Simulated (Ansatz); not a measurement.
```yaml
crystal:
  periodic: [false, false, false]
  atoms:
    - {symbol: Cl, position_ang: [-3.034593, -0.781404, 0.284501]}
    - {symbol: Si, position_ang: [-1.514592, -0.891715, -1.109963]}
    - {symbol: Cl, position_ang: [-0.843351, -2.817909, -1.476933]}
    - {symbol: Cl, position_ang: [-1.979789, -0.006571, -2.648874]}
    - {symbol: B, position_ang: [0.060585, 0.109751, -0.117124]}
    - {symbol: Si, position_ang: [0.723256, -0.823504, 1.348467]}
    - {symbol: Cl, position_ang: [2.773663, -1.238891, 1.236525]}
    - {symbol: Cl, position_ang: [0.774273, 0.473220, 3.251507]}
    - {symbol: Cl, position_ang: [-0.409613, -2.522943, 1.825576]}
    - {symbol: Si, position_ang: [0.802598, 1.511143, -0.867863]}
    - {symbol: Cl, position_ang: [2.262328, 2.133989, 0.670128]}
    - {symbol: Cl, position_ang: [1.554114, 1.231905, -2.789900]}
    - {symbol: Cl, position_ang: [-0.709832, 3.179193, -0.780299]}
basis:
  gaussian: {orbitals: "6-31G*"}
total_charge: -1
magnetization: {spin_polarized: true, initial_magnetization: 1}
hamiltonian: {xc: {name: BHLYP}, dispersion: d3bjatm}
```

```sh
$ ansatz run in.yaml --threads 4 --pin off --events-out ev --progress --plain --max-ram 63488MiB --backend cpu
```

It prints (some lines left out):

```
Functional definition: BHLYP
2115 factors; integrals over basis functions are off by at most 8.4e-4 eV
mean field evaluation 1: about -137016.1188 eV, gradient 2.4e1 eV
mean field evaluation 2: about -137017.3199 eV, gradient 2.0e1 eV
mean field evaluation 4: about -137019.5852 eV, gradient 1.2e0 eV
mean field evaluation 8: about -137020.0398 eV, gradient 6.6e-2 eV
mean field evaluation 16: about -137020.0399 eV, gradient 1.0e-4 eV
mean field -137020.03986511 eV, -5035.3935895239 hartree, gradient 3.3e-5 eV, S^2 0.753300; 0 other end points of the search recorded, 0 dependent functions left out
reference -137020.04013247 eV, -5035.3935993492 hartree; 101, 100 occupied and 142, 143 virtual orbitals, 2115 factors
Total energy: -137021.69108946 eV, -5035.4542708998 hartree
```

In this input the charge is far from anything that the molecule holds. Self-consistency was reached. The result belongs to that input, not to the molecule as meant.
